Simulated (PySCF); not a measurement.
C₄H₇FO.

```xyz
13

O      2.4015     0.5844     0.2093
C      1.4244    -0.1269    -0.5012
C      0.1281    -0.2802     0.2507
C     -0.7407     0.9273     0.5186
C     -1.1834    -0.1207    -0.4370
F     -2.2011    -0.9371    -0.0665
H      2.5566     0.1271     1.0422
H      1.7864    -1.1264    -0.8160
H      1.2452     0.4457    -1.4259
H      0.1225    -1.0383     1.0432
H     -0.4153     1.8955     0.1282
H     -1.2636     0.9646     1.4772
H     -1.2044     0.0940    -1.5116
```
Charge 0, spin multiplicity 1.

Coordinates come from a PBE0-D3(BJ)/def2-SVP optimisation. One conformer was computed; it need not be the lowest.

All values below come from B3LYP/pcSseg-1 run with PySCF. Non-relativistic, no solvent.

Computed absolute GIAO shielding of each atom: isotropic value and principal components (ppm):
| atom | σ(iso) | σ11 | σ22 | σ33 | span |
|---|---|---|---|---|---|
| O1 | 291.5 | 246.2 | 290.9 | 337.4 | 91.3 |
| C2 | 111.3 | 81.3 | 105.9 | 146.8 | 65.5 |
| C3 | 155.1 | 117.2 | 144.2 | 203.9 | 86.7 |
| C4 | 167.0 | 138.9 | 156.8 | 205.2 | 66.4 |
| C5 | 105.0 | 52.0 | 75.6 | 187.5 | 135.5 |
| F6 | 397.9 | 353.0 | 394.9 | 445.7 | 92.6 |
| H7 | 31.8 | 23.6 | 29.4 | 42.5 | 18.9 |
| H8 | 26.9 | 21.5 | 27.9 | 31.5 | 10.0 |
| H9 | 29.0 | 23.6 | 30.7 | 32.8 | 9.1 |
| H10 | 30.3 | 24.8 | 29.3 | 36.9 | 12.2 |
| H11 | 30.7 | 26.0 | 27.3 | 38.7 | 12.7 |
| H12 | 30.5 | 25.5 | 27.5 | 38.4 | 12.8 |
| H13 | 27.4 | 22.1 | 28.4 | 31.8 | 9.7 |
